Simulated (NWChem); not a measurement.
System: CBr, doublet; SMILES [C]Br

```xyz
2

C      0.0000     0.0000    -1.5089
Br     0.0000     0.0000     0.2632
```
Atoms are numbered in this order, from 1.

Program: NWChem. Spin-unrestricted. The state is orbitally degenerate and is run as one real component. Structure relaxed at the PBE0-D3(BJ)/def2-TZVP, spin-unrestricted level. No stability test was run on the SCF state. Level: PBE/def2-SVP with SMD (1 M gas to 1 M solution), gas-phase geometry. Reactions with the solvent are ignored.

```json
[
 {"solvent": "water", "dielectric constant": "78.4", "solvation free energy (kcal/mol)": "2.7", "cavity-dispersion-structure term (kcal/mol)": "4.4", "dipole in solution (D)": "2.55"},
 {"solvent": "cyclohexane", "dielectric constant": "2.02", "solvation free energy (kcal/mol)": "1.0", "cavity-dispersion-structure term (kcal/mol)": "1.7", "dipole in solution (D)": "2.26"},
 {"solvent": "chloroform", "dielectric constant": "4.71", "solvation free energy (kcal/mol)": "0.5", "cavity-dispersion-structure term (kcal/mol)": "1.8", "dipole in solution (D)": "2.42"},
 {"solvent": "2-propanol", "dielectric constant": "19.3", "solvation free energy (kcal/mol)": "1.2", "cavity-dispersion-structure term (kcal/mol)": "2.8", "dipole in solution (D)": "2.52"},
 {"solvent": "n-hexane", "dielectric constant": "1.88", "solvation free energy (kcal/mol)": "0.7", "cavity-dispersion-structure term (kcal/mol)": "1.4", "dipole in solution (D)": "2.25"},
 {"solvent": "ethyl acetate", "dielectric constant": "5.99", "solvation free energy (kcal/mol)": "0.8", "cavity-dispersion-structure term (kcal/mol)": "2.2", "dipole in solution (D)": "2.45"},
 {"solvent": "toluene", "dielectric constant": "2.37", "solvation free energy (kcal/mol)": "0.9", "cavity-dispersion-structure term (kcal/mol)": "1.8", "dipole in solution (D)": "2.30"}
]
```
